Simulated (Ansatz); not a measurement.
Start from `O[SiH2][SiH3]` and change one atom or group to get `O[SiH]([SiH3])P`.

Ansatz, PBE0-D4/def2-TZVP geometries, multiplicity 1. Each molecule was computed in one conformer, which needn't be the lowest.

```
                                      property  `O[SiH2][SiH3]`
       HOMO–LUMO gap (ωB97M-V/def2-TZVPP) / eV            11.16
           LUMO energy (B3LYP/def2-TZVPP) / eV            -0.69
size of the dipole moment (PBE/def2-TZVPP) / D             1.14
         HOMO–LUMO gap (B3LYP/def2-TZVPP) / eV             6.98
            LUMO energy (PBE0/def2-TZVPP) / eV            -0.47
           HOMO–LUMO gap (PBE/def2-TZVPP) / eV             5.30
```

Q: What does the change do to each property? (Best estimate.)

A: Computed: 
```csv
property,`O[SiH]([SiH3])P`,shift
HOMO–LUMO gap (ωB97M-V/def2-TZVPP) / eV,10.53,-0.63
LUMO energy (B3LYP/def2-TZVPP) / eV,-0.63,0.06
size of the dipole moment (PBE/def2-TZVPP) / D,0.67,-0.47
HOMO–LUMO gap (B3LYP/def2-TZVPP) / eV,6.43,-0.55
LUMO energy (PBE0/def2-TZVPP) / eV,-0.44,0.03
HOMO–LUMO gap (PBE/def2-TZVPP) / eV,4.93,-0.37
```

Dipoles are sizes alone; their direction can turn.

B3LYP here is the variant with VWN-RPA as its local correlation; programs differ in this.
